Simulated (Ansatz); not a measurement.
`[CH3][W](=[S])(=[S])[Cl]`. The species carries charge 0 and has multiplicity 1. W: def2 effective core potential.

```xyz
8

C     1.0114    0.2628   -0.4403
W    -0.8535   -0.2221    0.3661
S    -0.4584   -1.8497    1.6544
S    -1.3930    1.4807    1.4951
Cl   -2.3068   -0.7087   -1.2812
H     1.3667   -0.5989   -1.0157
H     1.7525    0.5086    0.3217
H     0.8810    1.1273   -1.1002
```

**Question.** What are the harmonic wavenumbers in cm⁻¹ at PBE0-D4/def2-TZVP (Ansatz, finite differences of forces, unscaled)? (Estimate.)

**Answer.** The calculation gave: 120, 136, 170, 178, 182, 192, 412, 556, 559, 563, 627, 690, 1208, 1400, 1413, 3028, 3116, 3147.

**Question.** Is this a minimum?

**Answer.** Yes, all 18 modes are real.

**Question.** Give the ideal-gas thermochemistry at 298.15 K and 1 bar (rigid rotor, harmonic oscillator; point group Cs, symmetry number 1).

**Answer.** Zero-point energy 105.9 kJ/mol; H(298) − E = 128.6 kJ/mol; entropy 379.3 J/(mol·K), of which translation 179.9, rotation 121.7, vibration 77.7; G(298) − E = 15.5 kJ/mol.

**Question.** Rotational constants (cm⁻¹)?

**Answer.** 0.0567, 0.04914, 0.03889.
